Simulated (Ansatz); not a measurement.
Basis-set extrapolation for C8H16O (`CCCCC(C=O)CC`) (PBE0-D4/def2-TZVP geometry, frozen core, the Gaussian-basis code of Ansatz). Multiplicity 1, RHF reference.

|  | def2-TZVPP | def2-QZVPP |
| --- | --- | --- |
| HF | -387.266798 | -387.284731 |
| MP2 correlation | -1.614422 | -1.718617 |
| CCSD(T) correlation | -1.764304 | not run |

Energies in hartree. Use E(X) = E(∞) + A·exp(−7.88·√X) for Hartree–Fock and E(X) = E(∞) + B·X^(−2.97) for correlation, with X = 3 and 4, and add CCSD(T) minus MP2 of the smaller set to the MP2 limit.

Question: What is the CCSD(T) energy at the basis-set limit?

Answer: HF limit: -387.284731 + (-0.017933) × 0.13774 = -387.28720. MP2 limit: -1.718617 + (-0.104195) × 0.74074 = -1.79580. Higher-order term: -1.764304 − (-1.614422) = -0.14988. Total: -389.23288 hartree, 5.49 eV below CCSD(T)/def2-TZVPP.
